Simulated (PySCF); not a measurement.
**Frontier levels across methods**

Compound: C₂H₆BFO.
Z-matrix (Å and degrees, PBE0-D3(BJ)/def2-SVP geometry), rows numbered from 1:
```
B 
O   1  1.3477
C   2  1.3963  1  121.90
C   3  1.5019  2  109.99  1  -146.94
F   3  1.3638  2  107.54  1    93.77
H   1  1.2130  2  119.84  3     4.41
H   1  1.2062  2  116.85  3  -176.82
H   3  1.1057  2  109.54  1   -22.42
H   4  1.0986  3  110.43  2    62.95
H   4  1.0984  3  109.96  2  -176.59
H   4  1.0991  3  109.20  2   -56.85
```

Basis pcSseg-2 throughout (PySCF), one geometry. Isolated species at its PBE0-D3(BJ)/def2-SVP geometry (one conformer only).

Task: How do the orbital energies, the gap and the dipole change with the method?

Result: 
| method | kind | HOMO (eV) | LUMO (eV) | gap (eV) | μ (D) | SCF cycles |
| --- | --- | --- | --- | --- | --- | --- |
| OPBE | GGA | -7.34 | -1.55 | 5.79 | 1.83 | 15 |
| BLYP | GGA | -7.37 | -1.63 | 5.74 | 1.89 | 16 |
| PBE | GGA | -7.42 | -1.75 | 5.67 | 1.88 | 16 |
| B97-D | GGA | -7.46 | -1.56 | 5.90 | 1.87 | 15 |
| LDA | LDA | -7.49 | -2.03 | 5.46 | 1.95 | 15 |
| BP86 | GGA | -7.53 | -1.78 | 5.75 | 1.89 | 15 |
| KT2 | GGA | -7.53 | -1.72 | 5.82 | 1.87 | 15 |
| KT3 | GGA | -7.58 | -1.66 | 5.91 | 1.84 | 16 |
| B97-2 | global hybrid | -8.67 | -0.73 | 7.93 | 1.92 | 14 |
| B3LYP | global hybrid | -8.73 | -1.00 | 7.73 | 1.94 | 14 |
| PBE0 | global hybrid | -8.92 | -0.75 | 8.18 | 1.93 | 14 |
| mPW1PW91 | global hybrid | -8.96 | -0.75 | 8.22 | 1.93 | 14 |
| BHandHLYP | global hybrid | -10.41 | 0.19 | 10.60 | 2.01 | 12 |
| CAM-B3LYP | range-separated hybrid | -10.42 | 0.27 | 10.69 | 1.99 | 13 |
| wB97X-D | range-separated hybrid | -10.87 | 1.11 | 11.99 | 1.95 | 14 |
| LC-wPBE | range-separated hybrid | -11.76 | 1.47 | 13.23 | 1.99 | 13 |
| HF | Hartree–Fock | -12.68 | 2.25 | 14.92 | 2.08 | 10 |

The HOMO spans 5.33 eV, from OPBE down to HF, and the gap runs from 5.46 eV (LDA) to 14.92 eV (HF). Over the methods OPBE (0 %), BLYP (0 %), PBE (0 %), B97-D (0 %), LDA (0 %), BP86 (0 %), KT2 (0 %), KT3 (0 %), B97-2 (21 %), B3LYP (20 %), PBE0 (25 %), mPW1PW91 (25 %), BHandHLYP (50 %), HF (100 %), a straight line through the gap against the share of exact exchange rises by 0.93 eV for each 10 % (correlation coefficient 0.999). The dipole ranges from 1.83 D (OPBE) to 2.08 D (HF). This basis has no diffuse functions.
